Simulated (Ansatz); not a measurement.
FGaH2Se, SMILES `[F][GaH][SeH]`, relaxed with RKS PBE0-D4/def2-TZVP in the Gaussian-basis code of Ansatz from a PBE-D4/def2-SVP geometry. The force threshold is 0.005 eV/Å; the program also tests the step.

Charge 0, multiplicity 1.

Start:

```xyz
5

F     2.158   -0.290    0.552
Ga    0.595    0.071   -0.200
Se   -1.210   -0.471    1.167
H     0.611    0.685   -1.641
H    -2.155    0.005    0.123
```

How much energy does the relaxation release, and in how many steps? (An estimate is asked.)

The calculation gave: 0.29 kcal/mol, in 4 steps.

Which bonds change most? (Best estimate.)

The calculation gave: Ga2–Se3 from 2.328 to 2.307 Å; F1–Ga2 from 1.772 to 1.754 Å; Se3–H5 from 1.487 to 1.470 Å; Ga2–H4 from 1.566 to 1.550 Å.

Give the relaxed structure. (An estimate is asked.)

Ansatz gave: 
```xyz
5

F     2.132   -0.292    0.555
Ga    0.595    0.073   -0.207
Se   -1.192   -0.463    1.150
H     0.612    0.682   -1.632
H    -2.147   -0.001    0.133
```
